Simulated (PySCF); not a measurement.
Assignment exercise: C5H6F2OSi

Bonds (- single, = double, # triple, : aromatic): C1#C2 1.201 Å, C2-C3 1.410 Å, C3=C4 1.332 Å, C4-C5 1.494 Å, C5-O6 1.410 Å, O6-Si7 1.595 Å, Si7-F8 1.599 Å, Si7-F9 1.587 Å. C1 carries H10; C3 carries H11; C4 carries H12; C5 carries H13, H14; Si7 carries H15. Stereochemistry as in C#C/C=C\CO[SiH](F)F.

In vacuum, one averaged value for each set of equivalent atoms, non-relativistic Hamiltonian, a single conformation. Geometry: GFN2-xTB; σ from GIAO-PBE0/pcSseg-1; PySCF 2.14.

Scale: TMS for ¹³C (186.93 ppm), ¹H (31.72 ppm) (reference shieldings calculated alike).

(1) Assign these signals to the numbered atoms. ¹³C{¹H} NMR (computed): δ 152.5, 118.8, 96.8, 82.7, 65.7.

(2) Assign these signals to the numbered atoms. ¹H NMR (400 MHz, computed): δ 6.74 (m, 1H), 5.92 (m, 1H), 5.11 (d, 2H), 4.41 (m, 1H), 3.12 (d, 1H).

Answers

(1) 
| δ (ppm) | atoms | environment | reason |
| --- | --- | --- | --- |
| 152.5 | C4 | alkene CH | the olefinic region |
| 118.8 | C3 | alkene CH | – |
| 96.8 | C1 | terminal alkyne carbon | the triple bond shields along its axis, which puts it between sp3 and sp2 carbons |
| 82.7 | C2 | alkyne carbon | sp carbons lie upfield of alkene carbons because the cylindrical π system leaves one tensor component strongly shielded |
| 65.7 | C5 | allylic sp3 CH2 bonded to O | the inductive effect lowers its shielding |

(2) 
6.74 → H12, hydrogen on an alkene CH: a vinylic proton, deshielded by the sp2 carbon and the C=C anisotropy
5.92 → H11, hydrogen on an alkene CH
5.11 → H13/H14, hydrogen on an allylic sp3 CH2 bonded to O: its carbon carries O, an electronegative neighbour
4.41 → H15, hydrogen on a silicon bonded to 2 F, O
3.12 → H10, hydrogen on a terminal alkyne carbon: it lies on the axis of the triple bond, in its shielding cone

Splittings by ¹⁹F in the carbon and heteronuclear signals aren't shown, as no couplings were computed. Shifts are as computed. Against solution values, carbons near 30 ppm lie about +3 ppm off and those near 130 ppm about +5 ppm. Of 1211 compounds with measured shifts, 218 miss one by over three times the rms of a fit or turn the order of signals round; such compounds aren't used in these exercises. No couplings were computed; multiplicities are counted from neighbouring protons, with m where these are inequivalent, close in shift, in a saturated or five-membered ring or joined by F or P, and br s for small geminal =CH2 splittings.
